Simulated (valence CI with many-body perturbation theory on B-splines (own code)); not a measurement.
## Hg41+: key properties

Calculated by configuration interaction combined with many-body perturbation theory (CI+MBPT): three valence electrons over a frozen Dirac-Fock core [Kr], a basis of 9 s, 9 p, 10 d, 8 f, 5 g, 3 h, 1 i functions for each j, with the one-electron correlation potential Σ1, the two-electron term Σ2, the three-electron term Σ3, Breit, model QED; selected CI, second order for the rest (own B-spline code, finite nucleus).

No measured spectrum was set against this ion. As an estimate, large intervals hold to a few tenths of a per cent, small ones and those within an open d or f shell to about a per cent. Only levels of the ground parity were solved; by the run's estimate the other parity begins above the list, which can be wrong where configurations are misplaced.

Levels are named by their leading jj configuration (3d3/2^4 stands for four electrons in 3d with j = 3/2), which in mixed levels can hold well under half, so a name can repeat and another be missing.

Rates and lifetimes use the calculated energies. Strong lines usually hold to 10 to 20 %, long lifetimes can be off by a factor of two.

Q: What is the ground level?

A: (4d3/2^3) J=3/2, composition 46 % 4d3 4F + 39 % 4d3 2D + 11 % 4d3 2P, g = 0.716.

Q: How well does LS coupling describe the low levels?

A: Among the lowest 19 levels the leading LS term, summed over configurations, holds 56 % on average. For single configurations the figures are 56 % in LS and 98 % in jj coupling. Terms mix most in the J = 3/2 level at 26.903 eV, where the leading one holds 39 %.

Q: What is the ionisation energy?

A: 1989.9 eV; NIST lists 1989 ± 4 eV (theoretical).
